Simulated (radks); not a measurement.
Results of a calculation; reference values are marked as such.
These are the eigenvalues of the occupied orbitals of an atom or ion with whole-number occupations (eV). Level of theory: scalar-relativistic Kohn-Sham, PBE, spin-polarised, spherical densities, finite nucleus; Fermi nuclear charge, rms radius of each element as measured or else 0.836 A^(1/3) + 0.57 fm (a radial shooting solver on a logarithmic mesh with Libxc functionals).

| orbital | eigenvalue |
|---|---|
| 1s up | -35796.73 |
| 1s down | -35796.72 |
| 2s up | -5615.148 |
| 2s down | -5615.146 |
| 2p up | -5037.258 |
| 2p down | -5037.256 |
| 3s up | -1167.324 |
| 3s down | -1167.321 |
| 3p up | -981.3298 |
| 3p down | -981.3264 |
| 3d up | -708.2872 |
| 3d down | -708.2841 |
| 4s up | -220.2298 |
| 4s down | -220.2229 |
| 4p up | -160.7678 |
| 4p down | -160.7599 |
| 4d up | -74.2068 |
| 4d down | -74.1953 |
| 5s up | -26.7027 |
| 5s down | -26.6600 |
| 5p up | -13.5134 |
| 5p down | -13.4270 |
| 6s up | -2.2675 |

Which element is it, and in what charge state? The configuration may be excited. Open shells, if any, are filled with parallel spins first.

Answer. Z = 55, caesium, charge 0: Cs in [Xe] 6s1. The list shows which subshells hold electrons but not how many an open one holds; the 1s level, -1315.5 hartree, gives Z - s = 51.3 by -(Z - s)^2/2, which with screening and relativity narrows Z to a few neighbours, and the depths of the outer levels then fix element, charge and occupations together.
